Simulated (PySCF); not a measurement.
Compound: C₅H₈F₃ (doublet state).
SMILES with atom numbers: `[CH3:1][CH2:2][CH2:3][CH:4][C:5]([F:6])([F:7])[F:8]` (hydrogens: H9, H10, H11 on C1; H12, H13 on C2; H14, H15 on C3; H16 on C4)

Structure used (GFN2-xTB), in Å, numbered top down from 1:
```xyz
16
C5H8F3 angstrom
C      1.5984    0.6907    0.5938
C      1.3302   -0.7342    0.1332
C      0.0533   -0.8171   -0.7402
C     -1.1668   -0.5462    0.0276
C     -1.9975    0.6518   -0.1706
F     -1.6801    1.3623   -1.2606
F     -1.9243    1.5238    0.8741
F     -3.3148    0.3584   -0.2756
H      0.7880    1.0536    1.2213
H      1.6954    1.3577   -0.2598
H      2.5223    0.7311    1.1662
H      2.1702   -1.0952   -0.4619
H      1.2149   -1.3909    0.9965
H      0.0073   -1.8396   -1.1335
H      0.1452   -0.1233   -1.5764
H     -1.4495   -1.1738    0.8545
```

The hyperfine couplings belong to this conformer and change with its torsions.

The calculation used PySCF, UKS B3LYP, pcH-1 on C F H, non-relativistic, mean-field spin-orbit, GIAO. The structure is a single GFN2-xTB conformer in the gas phase; no vibrational or solvent corrections. A GFN2-xTB geometry isn't a minimum of the functional, and hyperfine couplings can be far from their values at a DFT geometry. The SCF solution wasn't tested for stability.

(1) Predict the first-order ENDOR lines of C4, C2, C5, C3, C1, F6/F7/F8, H16, H14/H15 and H12/H13 under fast tumbling at B = 3355.8 mT (W band).

(2) Which pairs are centred on the nuclear Larmor frequency, and which on half the coupling?

(3) At what field would the lower line of C3 fall to zero frequency?

Answers

(1) ν± = |νn ± a/2|, one line for each electron-spin manifold; νn = |g_N| × 7.62259 MHz/T × B.

| nuclei | isotope | g_N | νn (MHz) | a_iso (MHz) | lower line (MHz) | upper line (MHz) |
| --- | --- | --- | --- | --- | --- | --- |
| C4 | 13C | 1.4048 | 35.94 | 89.04 | 8.59 | 80.46 |
| C2 | 13C | 1.4048 | 35.94 | 63.90 | 3.99 | 67.88 |
| C5 | 13C | 1.4048 | 35.94 | -40.05 | 15.91 | 55.96 |
| C3 | 13C | 1.4048 | 35.94 | -32.23 | 19.82 | 52.05 |
| C1 | 13C | 1.4048 | 35.94 | -1.39 | 35.24 | 36.63 |
| F6/F7/F8 | 19F | 5.2577 | 134.49 | 86.71 | 91.14 | 177.85 |
| H16 | 1H | 5.5857 | 142.88 | -61.60 | 112.08 | 173.68 |
| H14/H15 | 1H | 5.5857 | 142.88 | 56.26 | 114.75 | 171.01 |
| H12/H13 | 1H | 5.5857 | 142.88 | 0.69 | 142.54 | 143.23 |

The rows for 13C, of low natural abundance, apply to labelled samples.

(2) Centred on νn, since |a| < 2νn: C2, C5, C3, C1, F6/F7/F8, H16, H14/H15 and H12/H13. Centred on |a|/2 and split by 2νn: C4.

(3) Where νn = |a|/2, that is B = 16.12 MHz/(1.4048 × 7.62259 MHz/T) = 1510 mT, as far as first order holds there.

Nuclei that the bonding pattern makes equivalent are averaged, as if the motion that swaps them (rotation, inversion, ring flip) were fast. The three 19F nuclei of mean +86.7 MHz run from -2.2 to 154.0 MHz in the frozen geometry. The 1H value of +56.3 MHz is a mean of couplings from 3.4 to 109.1 MHz in this one geometry, not an average over conformers. The 1H value of +0.7 MHz is a mean of couplings from -3.9 to 5.2 MHz in this one geometry, not an average over conformers.

The largest Mulliken spin populations are on C4 (+1.00) and C3 (-0.08). C4 is the only atom above +0.15. The positive populations add up to 1.15 and the negative ones to -0.15, together 2S = 1. The angles at C4 add up to 359.7°, so it is planar; its axial dipolar tensor and the negative coupling of its proton fit spin in a p orbital normal to that plane.
